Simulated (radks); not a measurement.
Values are calculated unless marked as measured or tabulated.
Question: Valence configurations of neutral ruthenium (all share [Kr]). Level of theory: scalar-relativistic Kohn-Sham, BLYP, spin-polarised, spherical densities, point nucleus; open shells are filled with parallel spins first (spin-orbit coupling, left out, can overturn this in heavy ions) (a radial shooting solver on a logarithmic mesh with Libxc functionals). Order these by energy: 4d7 5s1; 4d6 5s2; 4d7 5p1; 4d8; 4d7 5s0.5 5p0.5; 4d6.5 5s1.5; 4d6 5s1 5p1; 4d7.5 5s0.5.

Answer: From the lowest, in eV above it: 4d7 5s1 0.000; 4d6.5 5s1.5 0.273; 4d7.5 5s0.5 0.420; 4d6 5s2 0.807; 4d8 0.940; 4d7 5s0.5 5p0.5 1.800; 4d7 5p1 3.660; 4d6 5s1 5p1 3.788. NIST lists [Kr] 4d7 5s1 as the ground configuration; this level of theory agrees among the configurations tried. The energies are those of spherical high-spin densities, not of single terms.
